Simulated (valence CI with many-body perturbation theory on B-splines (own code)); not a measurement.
## Energy levels of Kr3+

Level of theory: configuration interaction combined with many-body perturbation theory (CI+MBPT): five valence electrons over a frozen Dirac-Fock core [Ar] 3d10, a basis of 11 s, 11 p, 10 d, 8 f, 5 g, 2 h functions for each j, with the one-electron correlation potential Σ1 (screened to all orders), the two-electron term Σ2, the three-electron term Σ3, Breit, model QED; selected single and double excitations, second order for the rest, scaled by the run's own slope (own B-spline code, finite nucleus).

Against 66 measured levels this calculation errs by 189 cm⁻¹ on average and by 409 at most. These come from a selection out of Saloman, J. Phys. Chem. Ref. Data 36, 215 (2007). Levels without a partner in it may be off by more. Among the levels kept, up to 4100 cm⁻¹ of a level comes from second order outside the variational space, and about a tenth of that is noise between levels of different J, which matters for small intervals. 3 measured levels below the end of the list, from 202373 cm⁻¹ on, found no clear computed partner, and computed levels of the same name lie up to 1944 cm⁻¹ from them.

Levels 136 to 180 of 182, with energies above the lowest level, 4s2 4p3 4S°_3/2. "Leading %" is the weight of the configuration and term that name the level; weights of strongly mixed levels are sums over their largest components and can fall short. Lifetimes count E1, E2, E3, M1 and M2 decay at the calculated energies, and are blank where another channel may lead or the interval is too uncertain; long ones can be off by a factor of two.

| No. | Configuration | Term | J | E (cm⁻¹) | Leading % | g | Second component | Lifetime |
| --- | --- | --- | --- | --- | --- | --- | --- | --- |
| 136 | 4s 4p3 4d | 4G° | 11/2 | 308240 | 43 | 1.219 | 28 % 4s2 4p2 4f 2H° | 222 ps |
| 137 | 4s2 4p2 6p | 4D° | 1/2 | 309437 | 52 | 0.738 | 18 % 4s2 4p2 6p 2S° | 1.36 ns |
| 138 | 4s2 4p2 5d | 2F | 7/2 | 309693 | 59 | 1.071 | 31 % 4s2 4p2 5d 2G | 366 ps |
| 139 | 4s2 4p2 4f | 2D° | 3/2 | 310672 | 77 | 0.818 | 6 % 4s 4p3 4d 2D° | 306 ps |
| 140 | 4s2 4p2 5d | 2G | 9/2 | 310923 | 88 | 1.125 | 6 % 4s2 4p2 5d 4F | 764 ps |
| 141 | 4s2 4p2 6p | 4D° | 3/2 | 310992 | 51 | 1.262 | 16 % 4s2 4p2 6p 4P° | 966 ps |
| 142 | 4s2 4p2 5d | 2F | 5/2 | 311258 | 52 | 1.015 | 32 % 4s2 4p2 5d 2D | 196 ps |
| 143 | 4s2 4p2 4f | 2D° | 5/2 | 311515 | 79 | 1.190 |  | 300 ps |
| 144 | 4s 4p3 4d | 4D° | 1/2 | 311610 | 74 | 0.252 | 8 % 4s2 4p2 6p 2S° | 236 ps |
| 145 | 4s2 4p2 5d | 2G | 7/2 | 311677 | 54 | 1.004 | 37 % 4s2 4p2 5d 2F | 276 ps |
| 146 | 4s2 4p2 5d | 2D | 3/2 | 311715 | 84 | 0.837 |  | 205 ps |
| 147 | 4s2 4p2 4f | 2H° | 9/2 | 311915 | 78 | 0.946 |  | 248 ps |
| 148 | 4s2 4p2 6p | 2S° | 1/2 | 312488 | 40 | 1.082 | 34 % 4s2 4p2 6p 4D° | 927 ps |
| 149 | 4s2 4p2 4f | 2H° | 11/2 | 312640 | 63 | 1.149 | 17 % 4s2 4p2 4f 4G° | 215 ps |
| 150 | 4s 4p3 4d | 4D° | 3/2 | 312727 | 77 | 1.222 | 6 % 4s2 4p 4d2 4D° | 193 ps |
| 151 | 4s2 4p2 5d | 2D | 5/2 | 313158 | 59 | 1.118 | 20 % 4s2 4p2 5d 2F | 202 ps |
| 152 | 4s2 4p2 5d | 2P | 1/2 | 313291 | 91 | 0.699 |  | 338 ps |
| 153 | 4s2 4p2 6p | 4D° | 5/2 | 313506 | 41 | 1.382 | 28 % 4s 4p3 4d 4D° | 301 ps |
| 154 | 4s 4p3 4d | 2G° | 7/2 | 314146 | 40 | 0.930 | 36 % 4s2 4p2 4f 2G° | 434 ps |
| 155 | 4s 4p3 4d | 2G° | 9/2 | 314167 | 48 | 1.115 | 31 % 4s2 4p2 4f 2G° | 485 ps |
| 156 | 4s2 4p2 6p | 4D° | 3/2 | 314297 | 34 | 1.182 | 30 % 4s2 4p2 6p 2D° | 1.52 ns |
| 157 | 4s 4p3 4d | 4D° | 5/2 | 314541 | 37 | 1.388 | 28 % 4s2 4p2 6p 4D° | 226 ps |
| 158 | 4s2 4p2 5d | 2P | 3/2 | 314629 | 85 | 1.317 |  | 256 ps |
| 159 | 4s2 4p2 6s | 2D | 5/2 | 314851 | 80 | 1.228 | 7 % 4s2 4p2 6s 4P | 276 ps |
| 160 | 4s2 4p2 6s | 2D | 3/2 | 314931 | 81 | 0.865 | 8 % 4s2 4p2 6s 2P | 305 ps |
| 161 | 4s2 4p2 4f | 2P° | 3/2 | 315086 | 81 | 1.337 |  | 243 ps |
| 162 | 4s2 4p2 6p | 4P° | 1/2 | 315119 | 54 | 1.905 | 19 % 4s2 4p2 4f 2P° | 721 ps |
| 163 | 4s2 4p2 4f | 2P° | 1/2 | 315331 | 66 | 1.068 | 16 % 4s2 4p2 6p 4P° | 309 ps |
| 164 | 4s2 4p2 6p | 2D° | 3/2 | 315496 | 40 | 1.357 | 32 % 4s2 4p2 6p 4P° | 1.14 ns |
| 165 | 4s2 4p2 5d | 2S | 1/2 | 315734 | 88 | 1.993 |  | 235 ps |
| 166 | 4s 4p3 4d | 4D° | 7/2 | 315815 | 66 | 1.397 | 13 % 4s2 4p2 6p 4D° | 114 ps |
| 167 | 4s2 4p2 6p | 4P° | 5/2 | 317347 | 38 | 1.389 | 30 % 4s2 4p2 6p 2D° | 1.46 ns |
| 168 | 4s2 4p2 6p | 4D° | 7/2 | 317608 | 72 | 1.411 | 13 % 4s 4p3 4d 4D° | 320 ps |
| 169 | 4s 4p3 4d | 4P° | 1/2 | 317652 | 83 | 2.621 | 8 % 4s2 4p 4d2 4P° | 603 ps |
| 170 | 4s 4p3 4d | 4P° | 3/2 | 317807 | 55 | 1.743 | 19 % 4s 4p3 4d 4S° | 152 ps |
| 171 | 4s 4p3 4d | 2D° | 5/2 | 318662 | 26 | 1.259 | 25 % 4s2 4p2 6p 2D° | 502 ps |
| 172 | 4s2 4p2 6p | 4S° | 3/2 | 318882 | 50 | 1.831 | 27 % 4s2 4p2 6p 4P° | 767 ps |
| 173 | 4s2 4p2 6p | 2P° | 1/2 | 319700 | 70 | 0.921 | 14 % 4s2 4p2 6p 2S° | 1.42 ns |
| 174 | 4s2 4p2 6p | 2P° | 3/2 | 319740 | 67 | 1.277 | 12 % 4s2 4p2 6p 2D° | 1.44 ns |
| 175 | 4s2 4p2 6p | 2D° | 5/2 | 319816 | 31 | 1.301 | 19 % 4s2 4p2 6p 4P° | 342 ps |
| 176 | 4s 4p3 4d | 2D° | 3/2 | 320643 | 55 | 0.922 | 8 % 4s2 4p 4d2 2D° | 253 ps |
| 177 | 4s 4p3 4d | 4P° | 5/2 | 321758 | 75 | 1.521 | 5 % 4s 4p3 4d 2D° | 67.5 ps |
| 178 | 4s 4p3 4d | 4S° | 3/2 | 322135 | 43 | 1.828 | 33 % 4s 4p3 4d 4P° | 55.9 ps |
| 179 | 4s 4p3 4d | 4F° | 7/2 | 323089 | 60 | 1.241 | 10 % 4s2 4p2 4f 4F° | 168 ps |
| 180 | 4s 4p3 4d | 4P° | 5/2 | 323269 | 39 | 1.312 | 31 % 4s 4p3 4d 4F° | 66.9 ps |

Names give the largest LS component (configuration and term), which can be under half, so a name can repeat, a term be missing and a line seem to break the LS rules; names also repeat where a configuration has a term twice.

Where two levels of one J and parity lie close, their mixing, g and order are uncertain.
